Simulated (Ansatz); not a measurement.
A nudged elastic band was laid between two geometries of ClH + H4Sn (7 atoms, charge 0, multiplicity 1).

Theory: RKS PBE-D4/def2-mTZVP in Ansatz 0.2.0.

| Item | Value |
| --- | --- |
| movable images | 7 |
| climbing image | yes |
| spring | 5.0 eV/Å² |
| optimiser | quadratic models (default) |
| start path | through a guess of the saddle point |
| force threshold | 0.05 eV/Å |
| iteration limit | 60 |
| end points | relaxed |

First end point:

```xyz
7
Properties=species:S:1:pos:R:3
Sn -0.772 0.836 -0.193
H 0.155 -0.631 -0.147
H -0.778 1.406 -1.815
H -2.367 0.470 0.331
H -0.030 1.977 0.854
H 1.401 -1.629 0.307
Cl 2.391 -2.429 0.663
```

Last end point:

```xyz
7
Properties=species:S:1:pos:R:3
Sn -0.179 1.024 0.310
H -0.237 -2.378 -1.191
H 0.047 1.054 -1.393
H -1.538 0.092 0.793
H -0.159 2.592 1.014
H 0.346 -2.289 -0.726
Cl 1.720 -0.096 1.193
```

Task: Which bonds break or form, and what moves?

Result: Bonds broken: Sn1–H2, H6–Cl7. Bonds formed: Sn1–Cl7, H2–H6. ClH + H4Sn becomes ClH3Sn + H2.

Task: Give the energies along the band, and the barrier.

Result: The run converged. The highest image is number 4 of 0 to 8, 25.3 kcal/mol above the first end and 43.0 kcal/mol above the last; the last end lies 17.6 kcal/mol below the first. A vibrational analysis at the climbing image gives 2 clearly imaginary modes (968i, 130i cm⁻¹): a point of higher order, so a lower path passes nearby. The orbitals stay closed-shell, which can raise the energy where a bond breaks towards radicals; this wasn't checked here.

```json
{"image": "0", "path coordinate (Å)": "0.00", "energy (kcal/mol)": "0.0", "Sn1–H2 (Å)": "1.74", "H6–Cl7 (Å)": "1.32", "Sn1–Cl7 (Å)": "4.63"}
{"image": "1", "path coordinate (Å)": "0.69", "energy (kcal/mol)": "0.1", "Sn1–H2 (Å)": "1.74", "H6–Cl7 (Å)": "1.32", "Sn1–Cl7 (Å)": "4.39"}
{"image": "2", "path coordinate (Å)": "1.38", "energy (kcal/mol)": "0.8", "Sn1–H2 (Å)": "1.74", "H6–Cl7 (Å)": "1.32", "Sn1–Cl7 (Å)": "3.95"}
{"image": "3", "path coordinate (Å)": "2.07", "energy (kcal/mol)": "8.7", "Sn1–H2 (Å)": "1.78", "H6–Cl7 (Å)": "1.36", "Sn1–Cl7 (Å)": "3.38"}
{"image": "4", "path coordinate (Å)": "2.76", "energy (kcal/mol)": "25.3", "Sn1–H2 (Å)": "1.99", "H6–Cl7 (Å)": "1.65", "Sn1–Cl7 (Å)": "2.92"}
{"image": "5", "path coordinate (Å)": "3.38", "energy (kcal/mol)": "5.8", "Sn1–H2 (Å)": "2.31", "H6–Cl7 (Å)": "2.01", "Sn1–Cl7 (Å)": "2.57"}
{"image": "6", "path coordinate (Å)": "3.99", "energy (kcal/mol)": "-11.3", "Sn1–H2 (Å)": "2.73", "H6–Cl7 (Å)": "2.35", "Sn1–Cl7 (Å)": "2.41"}
{"image": "7", "path coordinate (Å)": "4.60", "energy (kcal/mol)": "-16.8", "Sn1–H2 (Å)": "3.21", "H6–Cl7 (Å)": "2.74", "Sn1–Cl7 (Å)": "2.38"}
{"image": "8", "path coordinate (Å)": "5.21", "energy (kcal/mol)": "-17.6", "Sn1–H2 (Å)": "3.72", "H6–Cl7 (Å)": "3.22", "Sn1–Cl7 (Å)": "2.37"}
```

Task: What is the geometry of the highest image?

Result: 
```xyz
7
Properties=species:S:1:pos:R:3:forces:R:3
Sn -0.415 0.601 -0.038 0.00 0.00 0.00
H -0.152 -1.284 -0.633 0.00 0.00 0.01
H -0.329 1.124 -1.675 0.00 0.00 0.01
H -1.985 0.173 0.530 0.00 0.00 0.00
H 0.347 1.712 1.026 0.00 0.00 0.00
H 0.658 -1.377 -0.114 -0.01 0.00 0.00
Cl 1.877 -0.949 0.905 0.01 0.00 0.00
```

Time of the run: 48 s on 2 threads of Intel(R) Xeon(R) Platinum 8488C (Sapphire Rapids), on a shared host, peak memory 0.16 GiB.
